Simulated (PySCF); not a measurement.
Cartesian coordinates in Å; atom numbers follow the order of the lines, from 1:
```xyz
20

C    -2.243   -0.213    1.101
C    -1.681    0.308   -0.223
C    -0.303   -0.241   -0.476
C    -0.148   -1.525   -1.114
O     0.902   -2.062   -1.361
Cl   -1.619   -2.383   -1.559
C     0.862    0.343   -0.114
C     0.929    1.651    0.589
Si    2.531   -0.488   -0.516
H    -2.325   -1.297    1.076
H    -1.594    0.064    1.928
H    -3.232    0.202    1.280
H    -2.346    0.011   -1.035
H    -1.648    1.398   -0.207
H     1.334    2.395   -0.097
H     1.627    1.578    1.421
H    -0.030    2.000    0.961
H     2.717   -1.694    0.281
H     3.496    0.499    0.017
H     2.763   -0.537   -1.953
```

PySCF 2.14.0 with density-fitted response routines calculation with structure optimised with GFN2-xTB and NMR shieldings at PBE0/pcSseg-1/GIAO; single conformer, no solvent model, non-relativistic, fast rotation and ring inversion assumed for equivalent nuclei.

Question: List the cross peaks expected in HSQC, COSY and HMBC spectra.

Answer: 

HSQC (one-bond C–H):
| δH | δC |
| --- | --- |
| 2.79 (H13/H14) | 27.0 (C2) |
| 2.47 (H15/H16/H17) | 27.4 (C8) |
| 1.15 (H10/H11/H12) | 16.9 (C1) |

COSY cross peaks (H two or three bonds apart, from the bond graph; peaks can be absent where the dihedral angle is near 90°):
| δH | δH |
| --- | --- |
| 2.79 (H13/H14) | 1.15 (H10/H11/H12) |

HMBC (two and three bonds, from the bond graph):
| δH | δC |
| --- | --- |
| 4.27 (H18/H19/H20) | 186.1 (C7), 149.9 (C3), 27.4 (C8) |
| 2.79 (H13/H14) | 186.1 (C7), 184.5 (C4), 149.9 (C3), 16.9 (C1) |
| 2.47 (H15/H16/H17) | 186.1 (C7), 149.9 (C3) |
| 1.15 (H10/H11/H12) | 149.9 (C3), 27.0 (C2) |

δ = σ(ref) − σ, references computed at the same level: TMS for ¹H (31.72 ppm), ¹³C (186.93 ppm).

Short H···H contacts in this conformer between protons four or more bonds apart (candidates for NOE cross peaks, intensity ∝ r⁻⁶): H14···H17 2.08 Å, H16···H19 2.57 Å, H11···H17 2.67 Å.

Carbons that carry Cl, above all several Cl atoms, come out too deshielded, partly because spin–orbit coupling is missing. Shifts are as computed. Against solution values, carbons near 30 ppm lie about +3 ppm off and those near 130 ppm about +5 ppm; carbons on Cl a further +6 ppm. Of 1211 compounds with measured shifts, 218 miss one by over three times the rms of a fit or turn the order of signals round; such compounds aren't used in these exercises.
